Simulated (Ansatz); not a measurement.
`[OH][GeH2][SH]` → `[OH][GeH]` + H₂S at 600 K and 1 bar (germylene formation by 1,1-elimination).

Program: Ansatz. Geometries: PBE0-D4/def2-TZVP. ΔE: electronic, gas phase. CCSD(T)/CBS is the MP2 limit (def2-TZVPP, def2-QZVPP) plus CCSD(T) − MP2 in def2-TZVPP, frozen cores. This one scheme is used for every species. For Ge outer-core shells are correlated without core-valence functions, which leaves a few kJ/mol of doubt a bond. Scalar relativity is left out up to krypton. One conformer a species, not always the lowest.

```csv
species,CCSD(T)/CBS energy (Eh),H − E (kJ/mol),S (J/(mol·K))
`[OH][GeH2][SH]`,-2551.50958,150.4,384.0
`[OH][GeH]`,-2152.47759,79.9,292.6
H₂S,-398.97279,60.8,230.9
```

H − E and S are ideal-gas, rigid-rotor, harmonic terms from PBE0-D4/def2-TZVP, for one conformer and one mirror image of each species. 1 Eh = 2625.50 kJ/mol, R = 8.31446 J/(mol·K).

**Question.** By hand: ΔE, ΔH, ΔS and ΔG.

**Answer.** ΔE = (-2152.47759) + (-398.97279) − (-2551.50958) = 0.05920 Eh = 155.4 kJ/mol. Δ(H − E) = 79.9 + 60.8 − 150.4 = -9.7, so ΔH = 145.7 kJ/mol. ΔS = 292.6 + 230.9 − 384.0 = 139.5 J/(mol·K). ΔG = 145.7 − 600 × (139.5)/1000 = 62.0 kJ/mol.

**Question.** By hand: the equilibrium constant, and the temperature at which ΔG would vanish if ΔH and ΔS stayed fixed.

**Answer.** log₁₀ K = −ΔG/(RT ln 10) = -5.4. ΔG = 0 at ΔH/ΔS = 1044 K.

The number of gas molecules changes by +1, which sets the sign of ΔS. A doubt of 5 kJ/mol in ΔE shifts log₁₀ K by 0.4 here. Other conformers and mirror images would add mixing entropy, several J/(mol·K) or more a flexible species. These are equilibria of isolated gas molecules and say nothing of rates. Largest T1 diagnostic: 0.016 (customary marks: 0.02 for closed shells, 0.045 for open ones).
